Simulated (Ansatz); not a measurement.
Basis-set series for C2H4BGa. The species carries charge 0 and has multiplicity 1. The bonds changed during the relaxation, so this is another structure than the one it started from. Geometry: relaxed with PBE0-D4/def2-TZVP.

```xyz
8

C    -0.093   -1.298    0.610
C    -0.248   -0.212   -0.123
B    -0.311    0.983   -0.900
Ga    1.271    1.026    0.947
H     0.005   -2.289    0.169
H    -0.076   -1.278    1.704
H    -1.308    1.551   -1.231
H     0.761    1.516   -1.176
```

| functional | basis | functions | energy (Eh) | HOMO (eV) | LUMO (eV) |
| --- | --- | --- | --- | --- | --- |
| PBE0-D4 | def2-TZVPP | 197 | -2027.91981 | -6.32 | -1.57 |
| PBE0-D4 | def2-QZVPP | 380 | -2027.96867 | -6.33 | -1.61 |
| ωB97M-V | def2-TZVPP | 197 | -2028.14839 | -8.35 | 0.13 |
| ωB97M-V | def2-QZVPP | 380 | -2028.19549 | -8.37 | -0.02 |

Give the rows for def2-SVP. (Estimate.)

Ansatz gave: 
```tsv
functional	basis	functions	energy (Eh)	HOMO (eV)	LUMO (eV)
PBE0-D4	def2-SVP	94	-2027.55920	-6.33	-1.57
ωB97M-V	def2-SVP	94	-2027.78233	-8.35	0.16
```

Positive LUMOs are unbound and depend on the basis. Scalar relativity is left out up to krypton.
